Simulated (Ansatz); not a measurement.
Geometry optimisation, RKS PBE0-D4/def2-SVP (Ansatz).

Input file:

```yaml
crystal:
  periodic: [false, false, false]
  atoms:
    - { symbol: C, position_ang: [-1.5216, 1.3197, -0.2047] }
    - { symbol: S, position_ang: [-0.4685, 1.5053, 1.2194] }
    - { symbol: Ge, position_ang: [0.1648, -0.6131, 1.1008] }
    - { symbol: Si, position_ang: [1.6548, -0.9045, -0.7193] }
    - { symbol: H, position_ang: [-0.9844, 1.0988, -1.1416] }
    - { symbol: H, position_ang: [-2.0749, 2.3541, -0.3837] }
    - { symbol: H, position_ang: [-2.3148, 0.591, -0.0259] }
    - { symbol: H, position_ang: [-0.9973, -1.5289, 0.9894] }
    - { symbol: H, position_ang: [0.9873, -0.9508, 2.4452] }
    - { symbol: H, position_ang: [2.7302, 0.0001, -0.591] }
    - { symbol: H, position_ang: [0.8229, -0.6297, -1.928] }
    - { symbol: H, position_ang: [2.0784, -2.2973, -0.7265] }
basis:
  gaussian: { orbitals: def2-SVP }
hamiltonian:
  xc: pbe0
  dispersion: d4
relax:
  f_tol: 0.02
  max_steps: 50
output:
  orbitals: {}
```

Run as:

```bash
$ ansatz run input.yaml --threads 2 --pin off --max-ram 3072MiB --backend cpu --events-out ev --progress --plain --runs-dir out
```

Where does it end, and by what steps?

The run converged. The force dipped under the threshold on the way, but the program's further checks kept it going. After 7 steps the energy has fallen by 0.390 eV; H8 moved furthest, 0.23 Å.

```json
{"step": "0", "energy less start (eV)": "0.0000", "largest force component (eV/Å)": "2.618", "accepted": "yes"}
{"step": "1", "energy less start (eV)": "-0.2849", "largest force component (eV/Å)": "0.638", "accepted": "yes"}
{"step": "2", "energy less start (eV)": "-0.3806", "largest force component (eV/Å)": "0.224", "accepted": "yes"}
{"step": "3", "energy less start (eV)": "-0.3863", "largest force component (eV/Å)": "0.103", "accepted": "yes"}
{"step": "4", "energy less start (eV)": "-0.3885", "largest force component (eV/Å)": "0.046", "accepted": "yes"}
{"step": "5", "energy less start (eV)": "-0.3891", "largest force component (eV/Å)": "0.022", "accepted": "yes"}
{"step": "6", "energy less start (eV)": "-0.3894", "largest force component (eV/Å)": "0.006", "accepted": "yes"}
{"step": "7", "energy less start (eV)": "-0.3896", "largest force component (eV/Å)": "0.015", "accepted": "yes"}
```

```xyz
12
Properties=species:S:1:pos:R:3
C -1.597 1.392 -0.258
S -0.551 1.415 1.231
Ge 0.225 -0.677 1.188
Si 1.630 -0.946 -0.721
H -1.012 1.196 -1.168
H -2.046 2.391 -0.342
H -2.406 0.651 -0.173
H -0.966 -1.661 1.176
H 1.013 -0.837 2.500
H 2.808 -0.038 -0.589
H 0.872 -0.583 -1.958
H 2.106 -2.358 -0.852
```

The run took 47 s on 2 threads of Intel(R) Xeon(R) Platinum 8259CL CPU @ 2.50GHz (Skylake/Cascade Lake), with other jobs on the host, peak memory 0.34 GiB.
